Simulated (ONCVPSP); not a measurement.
**Co (Z = 27): ONCV pseudisation with PW91, fully relativistic reference atom.**

ONCVPSP 4.0.1 was run on this input:

```
# ATOM AND REFERENCE CONFIGURATION
# atsym  z   nc   nv     iexc    psfile
  Co 27.00    5    2  -109134      upf
#
#   n    l    f
    1    0    2.00
    2    0    2.00
    2    1    6.00
    3    0    2.00
    3    1    6.00
    3    2    7.00
    4    0    1.00
#
# PSEUDOPOTENTIAL AND OPTIMIZATION
# lmax
    2
#
#   l,   rc,      ep,       ncon, nbas, qcut
    0    2.35    0.00    4    8    2.40
    1    2.15    0.03    3    6    4.10
    2    1.40    0.00    3    7   11.40
#
# LOCAL POTENTIAL
# lloc, lpopt,  rc(5),   dvloc0
    4    5    1.00   -1.00
#
# VANDERBILT-KLEINMAN-BYLANDER PROJECTORs
# l, nproj, debl
    0    1    2.90
    1    1    1.90
    2    2    3.70
#
# MODEL CORE CHARGE
# icmod, fcfact, rcfact
    3    4.50    1.65
#
# LOG DERIVATIVE ANALYSIS
# epsh1, epsh2, depsh
   -2.00    5.00    0.02
#
# OUTPUT GRID
# rlmax, drl
    6.00    0.01
#
# TEST CONFIGURATIONS
# ncnf
    4
# nvcnf
#   n    l    f
    2
    3    2    7.00
    4    0    2.00
#
    2
    3    2    7.00
    4    0    0.00
#
    2
    3    2    6.00
    4    0    0.00
#
    2
    3    2    5.00
    4    0    0.00
#
```

Command:

```bash
oncvpspr.x < Co.dat > Co.out
```

The program printed (shortened: citation, most of the input echo, consistency checks and plot data are left out):

```
ONCVPSP  (Optimized Norm-Conservinng Vanderbilt PSeudopotential)
relativistic version 4.0.1

#   n    l    f        energy (Ha)
    1    0    2.00    -2.7936723D+02
    2    0    2.00    -3.3354941D+01
    2    1    6.00    -2.8439735D+01    -2.8984969D+01
    3    0    2.00    -4.0872201D+00
    3    1    6.00    -2.7162438D+00    -2.7843955D+00
    3    2    7.00    -6.2389916D-01    -6.3106782D-01
    4    0    1.00    -4.7135456D-01

Reference configufation results
  iterations    36
  all-electron total energy (Ha)   -1.39320722D+03

Begin loop to  construct optimized pseudo wave functions
and semi-local pseudopoentials for all angular momenta

Calculating optimized projector #   1

 for l=   0

    Fraction of norm inside rc  0.441410
    Optimizing pswf for qcut=   2.40 a_B^-1,  ecut=   2.87 Ha
    Residual kinetic energy error=  6.31D-03 Ha

    Energy error per electron        Cutoff
         Ha          eV             Ha
         0.01000     0.27211        2.45
         0.00100     0.02721       13.86
         0.00010     0.00272       29.55
         0.00001     0.00027       35.15

WARNING wellstate: moderately localized bound state found for n= 4 l=  1
WARNING scattering state with energy  0.05000000
WARNING will be used for the first projector

   Wellstate for l =  1  n =  5 kap= -2
     eigenvalue =   0.0500
     asymptotic potential =   0.5500
     half-point radius =  8.8292

Calculating optimized projector #   1

 for l=   1

    Fraction of norm inside rc  0.109940
    Optimizing pswf for qcut=   4.10 a_B^-1,  ecut=   8.40 Ha
    Residual kinetic energy error=  9.08D-06 Ha

    Energy error per electron        Cutoff
         Ha          eV             Ha
         0.01000     0.27211        1.31
         0.00100     0.02721        4.61
         0.00010     0.00272        6.64
         0.00001     0.00027        8.75

   Wellstate for l =  1  n =  4 kap=  1
     eigenvalue =   0.0300

Calculating optimized projector #   1

 for l=   1

    Fraction of norm inside rc  0.187918
    Optimizing pswf for qcut=   4.10 a_B^-1,  ecut=   8.40 Ha
    Residual kinetic energy error=  3.73D-06 Ha

    Energy error per electron        Cutoff
         Ha          eV             Ha
         0.01000     0.27211        1.19
         0.00100     0.02721        4.30
         0.00010     0.00272        6.35
         0.00001     0.00027        7.74

   Wellstate for l =  2  n =  6 kap= -3
     eigenvalue =   3.0761
     asymptotic potential =   3.5761
     half-point radius =  3.5554

Calculating optimized projector #   1

 for l=   2

    Fraction of norm inside rc  0.782040
    Optimizing pswf for qcut=  11.39 a_B^-1,  ecut=  64.83 Ha
    Residual kinetic energy error=  1.56D-06 Ha

    Energy error per electron        Cutoff
         Ha          eV             Ha
         0.01000     0.27211       41.81
         0.00100     0.02721       49.58
         0.00010     0.00272       55.68
         0.00001     0.00027       60.44

Calculating optimized projector #   2

 for l=   2

    Fraction of norm inside rc  0.069573
    Optimizing pswf for qcut=  11.39 a_B^-1,  ecut=  64.83 Ha
    Residual kinetic energy error=  6.11D-06 Ha

    Energy error per electron        Cutoff
         Ha          eV             Ha
         0.01000     0.27211       41.43
         0.00100     0.02721       50.53
         0.00010     0.00272       57.57
         0.00001     0.00027       63.98

   Wellstate for l =  2  n =  6 kap=  2
     eigenvalue =   3.0689

Calculating optimized projector #   1

 for l=   2

    Fraction of norm inside rc  0.785344
    Optimizing pswf for qcut=  11.39 a_B^-1,  ecut=  64.83 Ha
    Residual kinetic energy error=  1.59D-06 Ha

    Energy error per electron        Cutoff
         Ha          eV             Ha
         0.01000     0.27211       41.87
         0.00100     0.02721       49.63
         0.00010     0.00272       55.72
         0.00001     0.00027       60.48

Calculating optimized projector #   2

 for l=   2

    Fraction of norm inside rc  0.069822
    Optimizing pswf for qcut=  11.39 a_B^-1,  ecut=  64.83 Ha
    Residual kinetic energy error=  6.21D-06 Ha

    Energy error per electron        Cutoff
         Ha          eV             Ha
         0.01000     0.27211       41.48
         0.00100     0.02721       50.58
         0.00010     0.00272       57.60
         0.00001     0.00027       64.03

Construct Vanderbilt / Kleinmman-Bylander projectors

B matrix Hermiticity error, ll=  2  kap= -3
   1   2    2.4961D-04

  Orthonormal projector coefficients -6.7006E+00 -2.2237E+00

B matrix Hermiticity error, ll=  2  kap=  2
   1   2    2.5108D-04

  Orthonormal projector coefficients -6.7322E+00 -2.2380E+00

 Orthonormal scalar projector coefficients, l =  1
  2.8898E+00  4.4053E-04

 Orthonormal spin-orbit projector coefficients, l =  1
  2.0238E-01 -1.2581E-02

 Orthonormal scalar projector coefficients, l =  2
 -6.7132E+00 -2.2294E+00 -3.7545E-07 -8.7128E-09

 Orthonormal spin-orbit projector coefficients, l =  2
  1.2896E-02  5.5950E-03 -1.2483E-04 -2.4159E-06

Model core correction analysis
  based on d2Exc/dn_idn_j

d2excae - all-electron derivatives

   -2.292528D-02   -7.576170D-03
   -7.573555D-03   -3.768628D-02

d2excps - pseudofunction derivatives with no core correction

   -4.773578D-02   -1.074101D-02
   -1.073379D-02   -4.604822D-02

rms 2nd derivative error    1.328050E-02

rmatch, rhocmatch    1.1233    3.5912

Teter function model core charge with specified parameters

d2excps - pseudofunction derivatives with core correction

   -3.187423D-02   -7.661963D-03
   -7.662411D-03   -3.770448D-02

rms 2nd derivative error    4.474913E-03

Pseudoatom total energy  -28.322502

Diagnostic tests using Vanderbilt-Kleinman-Bylander pseudopotentials
  relativistic with J = L +/- 1/2 projectors

   l  kap   rcore       rmatch      e in        delta e    norm test   slope test

   0  -1   2.3585134   2.4301230  -0.4713546  -0.0000010   0.9999998   1.0000112

   1  -2   2.1560987   2.2215626   0.0500000  -0.0000032   0.9999983   0.9999983
   1   1   2.1560987   2.2215626  -0.2676233  -0.0000182   0.9999906   0.9999906

   2  -3   1.4015675   1.4441222  -0.6238992  -0.0000237   1.0000733   1.0000812
   2   2   1.4015675   1.4441222  -0.6310678  -0.0000133   1.0000843   1.0000455
   2  -3   1.4015675   1.4441222   3.0761008  -0.0000402   1.0001835   1.0001835
   2   2   1.4015675   1.4441222   3.0749434  -0.0000338   1.0001835   1.0001835

Diagnostic tests using Vanderbilt-Kleinman-Bylander pseudopotentials
  relativistic with scalar and spin-orbit non-local projectors

   l  kap   rcore       rmatch      e in        delta e    norm test   slope test

   0  -1   2.3585134   2.4301230  -0.4713546  -0.0000010   0.9999998   1.0000112

   1  -2   2.1560987   2.2215626   0.0500000  -0.0001667   0.9999892   0.9999892
   1   1   2.1560987   2.2215626  -0.2676233  -0.0001888   0.9999910   0.9999910

   2  -3   1.4015675   1.4441222  -0.6238992  -0.0000233   1.0000733   1.0000819
   2   2   1.4015675   1.4441222  -0.6310678  -0.0000140   1.0000842   1.0000445
   2  -3   1.4015675   1.4441222   3.0761008  -0.0000400   1.0001834   1.0001834
   2   2   1.4015675   1.4441222   3.0749434  -0.0000342   1.0001836   1.0001836

Ghost test for J = L + 1/2

 Testing for bound ghosts
   n   l    E NL Schr. Eq   E Basis Diag.   E Cutoff

       0                       -4.778276     33.61  WARNING - GHOST(-)
   1   0       -0.471356       -0.470069     33.61

       1                       -0.465485     20.76  WARNING - GHOST(-)
       1                       -0.254705     20.76  WARNING - GHOST(-)

   3   2       -0.623923       -0.621693    131.51

 Testing for highly-localized positive-energy ghosts
       l    <radius>/rc     E Basis Diag.   E Cutoff

Ghost test for J = L - 1/2

 Testing for bound ghosts
   n   l    E NL Schr. Eq   E Basis Diag.   E Cutoff

       0                       -4.778276     33.61  WARNING - GHOST(-)
   1   0       -0.471356       -0.470069     33.61

       1                       -0.668350     20.76  WARNING - GHOST(-)
   2   1       -0.278768       -0.263280     20.76

   3   2       -0.631081       -0.628941    131.51

 Testing for highly-localized positive-energy ghosts
       l    <radius>/rc     E Basis Diag.   E Cutoff

Test configuration 0

   n   l kap    f        eae           eps        diff
   1   0  -1  2.0000 -279.36722839
   2   0  -1  2.0000  -33.35494057
   2   1  -2  4.0000  -28.43973518
   2   1   1  2.0000  -28.98496915
   3   0  -1  2.0000   -4.08722011
   3   1  -2  4.0000   -2.71624382
   3   1   1  2.0000   -2.78439553
   3   2  -3  4.2000   -0.62389916   -0.62392289   -2.37E-05
   3   2   2  2.8000   -0.63106782   -0.63108115   -1.33E-05
   4   0  -1  1.0000   -0.47135456   -0.47135552   -9.68E-07

    Total energies and differences
      AE_ref= -1.39320722E+03  AE_tst= -1.39320722E+03  dif=  0.00E+00
      PS_ref= -2.83225023E+01  PS_tst= -2.83225023E+01  dif=  7.11E-15
      PSP excitation error= -7.11E-15

Test configuration 1

   n   l kap    f        eae           eps        diff
   1   0  -1  2.0000 -279.04010689
   2   0  -1  2.0000  -33.03512365
   2   1  -2  4.0000  -28.11932503
   2   1   1  2.0000  -28.66449562
   3   0  -1  2.0000   -3.76234596
   3   1  -2  4.0000   -2.39082324
   3   1   1  2.0000   -2.45910101
   3   2  -3  4.2000   -0.30151758   -0.30192262   -4.05E-04
   3   2   2  2.8000   -0.30859822   -0.30900099   -4.03E-04
   4   0  -1  2.0000   -0.20316282   -0.20165242    1.51E-03

    Total energies and differences
      AE_ref= -1.39320722E+03  AE_tst= -1.39354150E+03  dif= -3.34E-01
      PS_ref= -2.83225023E+01  PS_tst= -2.86555717E+01  dif= -3.33E-01
      PSP excitation error= -1.20E-03

Test configuration 2

   n   l kap    f        eae           eps        diff
   1   0  -1  2.0000 -279.74957953
   2   0  -1  2.0000  -33.72626472
   2   1  -2  4.0000  -28.81194475
   2   1   1  2.0000  -29.35727497
   3   0  -1  2.0000   -4.46436631
   3   1  -2  4.0000   -3.09365531
   3   1   1  2.0000   -3.16170703
   3   2  -3  4.2000   -0.99526291   -1.00322146   -7.96E-03
   3   2   2  2.8000   -1.00256117   -1.01049552   -7.93E-03
   4   0  -1  0.0000   -0.77283797   -0.77283797    0.00E+00

    Total energies and differences
      AE_ref= -1.39320722E+03  AE_tst= -1.39258837E+03  dif=  6.19E-01
      PS_ref= -2.83225023E+01  PS_tst= -2.76982432E+01  dif=  6.24E-01
      PSP excitation error= -5.40E-03

Test configuration 3

   n   l kap    f        eae           eps        diff
   1   0  -1  2.0000 -280.48207663
   2   0  -1  2.0000  -34.48094744
   2   1  -2  4.0000  -29.56464825
   2   1   1  2.0000  -30.10979222
   3   0  -1  2.0000   -5.17287852
   3   1  -2  4.0000   -3.79290286
   3   1   1  2.0000   -3.86265583
   3   2  -3  3.6000   -1.66068510   -1.68811675   -2.74E-02
   3   2   2  2.4000   -1.66882531   -1.69622709   -2.74E-02
   4   0  -1  0.0000   -1.19661467   -1.19661467    0.00E+00

    Total energies and differences
      AE_ref= -1.39320722E+03  AE_tst= -1.39126627E+03  dif=  1.94E+00
      PS_ref= -2.83225023E+01  PS_tst= -2.63589704E+01  dif=  1.96E+00
      PSP excitation error= -2.26E-02

Test configuration 4

   n   l kap    f        eae           eps        diff
   1   0  -1  2.0000 -281.33898564
   2   0  -1  2.0000  -35.36686451
   2   1  -2  4.0000  -30.44838710
   2   1   1  2.0000  -30.99333720
   3   0  -1  2.0000   -5.97775848
   3   1  -2  4.0000   -4.58630699
   3   1   1  2.0000   -4.65840080
   3   2  -3  3.0000   -2.42480567   -2.47618174   -5.14E-02
   3   2   2  2.0000   -2.43383430   -2.48513687   -5.13E-02
   4   0  -1  0.0000   -1.67239301   -1.67239301    0.00E+00

    Total energies and differences
      AE_ref= -1.39320722E+03  AE_tst= -1.38922767E+03  dif=  3.98E+00
      PS_ref= -2.83225023E+01  PS_tst= -2.42813784E+01  dif=  4.04E+00
      PSP excitation error= -6.16E-02
```

Note: ghosts flagged at negative energy: s at -130.0 eV, p3/2 at -12.7 eV, p1/2 at -18.2 eV (the flag in p3/2 may be a real empty level of the ion) (a further GHOST(-) flag falls on a real empty level of the atom); no localised positive-energy state flagged. A true bound ghost makes a file unfit for plane-wave use.

The run took about 5.4 s on one core of a shared server CPU.
